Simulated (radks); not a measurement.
Results of a calculation; reference values are marked as such.
Valence configurations of neutral vanadium (all share [Ar]). Level of theory: non-relativistic Kohn-Sham, r2SCAN, spin-unpolarised, spherical densities, point nucleus; meta-GGA in the generalised Kohn-Sham scheme (a radial shooting solver on a logarithmic mesh with Libxc functionals). Energies are relative to 3d3 4s2; eigenvalues in eV.

valence          E (eV)    e(3d)   e(4p)   e(4s)
3d3 4s2           0.000   -5.233       -  -4.820
3d3.5 4s1.5       0.085   -3.599       -  -4.293
3d4 4s1           0.625   -2.365       -  -3.763
3d4.5 4s0.5       1.437   -1.517       -  -3.349
3d3.5 4s1 4p0.5   1.668   -4.280  -1.502  -4.627
3d2.5 4s2 4p0.5   2.439   -7.878  -1.992  -5.764
3d5               2.439   -1.028       -       -
3d3.5 4p1.5       4.765   -5.515  -2.093       -
3d2 4s2 4p1       5.941  -10.764  -2.597  -6.683
3d3 4p2           6.902   -7.778  -2.601       -

NIST lists [Ar] 3d3 4s2 as the ground configuration; this level of theory agrees among the configurations tried. The energies are those of spherical spin-averaged densities, not of single terms.
